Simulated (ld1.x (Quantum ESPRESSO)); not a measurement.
# An all-electron radial function and its pseudo partner (Fe)

Columns: radius, all-electron u(r) and pseudo u(r) of the 3s shell (level -98.09 eV) of iron in the configuration [Ne] 3s2 3p6 3d6 4s1.5 4p0; PBE, scalar-relativistic, TM semilocal scheme, ld1.x (Quantum ESPRESSO) 7.5.

```csv
r (bohr),all-electron,pseudo
0.065,0.1230,0.0704
0.130,-0.4987,0.1476
0.195,-0.6513,0.2389
0.260,-0.4162,0.3515
0.325,-0.0159,0.4911
0.390,0.3950,0.6572
0.455,0.7391,0.8388
0.520,0.9899,1.0119
0.585,1.1474,1.1470
0.650,1.2250,1.2235
0.715,1.2400,1.2398
0.780,1.2098,1.2098
0.845,1.1490,1.1490
0.910,1.0696,1.0696
0.975,0.9802,0.9802
1.040,0.8875,0.8875
1.105,0.7957,0.7957
1.170,0.7078,0.7078
1.235,0.6255,0.6255
1.300,0.5497,0.5497
1.365,0.4810,0.4810
1.430,0.4192,0.4192
1.495,0.3642,0.3642
1.560,0.3155,0.3155
1.625,0.2726,0.2726
1.690,0.2351,0.2351
```

Question: How many radial nodes do the two functions have?

Answer: The all-electron 3s function has n − l − 1 = 2; the pseudo-wave has 0, since the states of the same l below it are removed with the core.

Question: At about which radius was the pseudo-wave matched?

Answer: 0.80 bohr. The columns agree to 0.0005 from 0.71 bohr on; several derivatives are matched, so the curves merge somewhat inside the radius.

Question: Is the pseudo-wave norm-conserving?

Answer: Yes: the TM semilocal scheme keeps the norm inside the radius equal to the all-electron one, which fixes the energy derivative of the logarithmic derivative at the level.
